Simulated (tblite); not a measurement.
Species: CH12OSSi5.
SMILES with atom numbers: `[CH3:1][S:2][Si:3]1([OH:4])[SiH2:5][SiH2:6][SiH2:7][SiH2:8]1` (hydrogens: H9, H10, H11 on C1; H12 on O4; H13, H14 on Si5; H15, H16 on Si6; H17, H18 on Si7; H19, H20 on Si8)

Structure optimised with GFN2-xTB, isolated species.

(1) What internal coordinates does the optimisation give?

Answers

(1) 
| bond | length (Å) | order |
| --- | --- | --- |
| C1–S2 | 1.812 | single |
| S2–Si3 | 2.180 | single |
| Si3–O4 | 1.635 | single |
| Si3–Si5, Si3–Si8 | 2.347 | single |
| Si5–Si6, Si7–Si8 | 2.336 | single |
| Si6–Si7 | 2.341 | single |
| C1–H9, C1–H10, C1–H11 | 1.086 | single |
| O4–H12 | 0.953 | single |
| Si5–H13, Si8–H19 | 1.467 | single |
| Si5–H14, Si8–H20 | 1.473 | single |
| Si6–H15, Si7–H18 | 1.468 | single |
| Si6–H16, Si7–H17 | 1.469 | single |

Bonds in one row agree within 0.01 Å and their mean is given. Orders are formal, as drawn. A selection of angles:
| angle | degrees |
| --- | --- |
| C1–S2–Si3 | 98.5 |
| S2–Si3–O4 | 104.8 |
| S2–Si3–Si5 | 114.6 |
| S2–Si3–Si8 | 112.3 |
| O4–Si3–Si5 | 103.9 |
| O4–Si3–Si8 | 109.4 |
| Si5–Si3–Si8 | 111.1 |
| Si3–Si5–Si6 | 104.5 |
| Si5–Si6–Si7 | 109.3 |
| H12–O4–Si3 | 121.8 |

Dihedral angles: C1–S2–Si3–O4 177° (antiperiplanar); S2–Si3–Si5–Si6 -141° (anticlinal); Si3–Si5–Si6–Si7 8° (synperiplanar); Si5–Si6–Si7–Si8 0° (synperiplanar); Si6–Si7–Si8–Si3 -7° (synperiplanar); S2–Si3–Si8–Si7 142° (anticlinal); H12–O4–Si3–S2 30°. The mirror-image conformer, all signs reversed, is as good.

Si5 (SiH2 silicon) is distorted tetrahedral (angles from 103.4° to 113.9°). The 5-membered ring Si3–Si5–Si6–Si7–Si8 has internal angles of 104.5° to 111.1° (sum 538°, against 540° for a flat polygon); it is puckered, 0.08 Å rms from its mean plane, widest ring torsion 13°. Si6 (SiH2 silicon) is distorted tetrahedral (angles from 103.1° to 111.4°). Si3 (oxygen-bound silicon) is distorted tetrahedral (angles from 103.9° to 114.6°). Of the pairs four or more bonds apart, Si8···H10 is among the closest relative to their van der Waals radii: 3.35 Å, 101 % of the sum of Bondi's values.

Its lowest GFN2-xTB frequency is 11 cm⁻¹, too small to tell a flat minimum from a shallow saddle. The numbers are those of one conformer (C1–S2–Si3–O4 177°, S2–Si3–O4–H 30°, S2–Si3–Si5–Si6 -141°, Si3–Si5–Si6–Si7 8°, Si5–Si6–Si7–Si8 0°, Si6–Si7–Si8–Si3 -7°). 3 starts were optimised and ended at 0.00, 0.84 and 2.22 kcal/mol (GFN2-xTB); the lowest of these is shown.

The run took 3.1 s of wall time on one thread of an Arm Neoverse N1, no GPU, shared host with 64 logical CPUs at a one-minute load of 63. These figures are those of the optimisation.

These are computed values.
